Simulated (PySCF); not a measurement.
# How methods differ on the ionisation energy of Ne⁺

Ne⁺ [He] 2s2 2p5 (2P) → Ne²⁺ [He] 2s2 2p4 (3P), as a difference of total energies. Calculation: PySCF 2.14, in aug-cc-pVQZ-DK; scalar relativity by spin-free X2C-1e. Correlated levels: valence: 1s2 frozen. The calculations carry no spin-orbit coupling.

```tsv
method	ionisation energy (eV)
UHF	39.249
LDA	41.425
PBE	41.126
PBE0	40.988
r2SCAN	41.116
wB97M-V	40.890
r2SCANh	41.059
BLYP	41.185
B2PLYP	41.010
MP2 (valence)	40.871
SCS-MP2 (valence)	40.885
```

Question: How much does correlation contribute at MP2 (valence)?

Answer: 40.871 − (39.249) = 1.622 eV, measured against UHF.

Errors of the correlated levels include the incompleteness of this basis and the frozen core.

For comparison: 40.963 eV (measured; NIST Atomic Spectra Database, ionization energies).
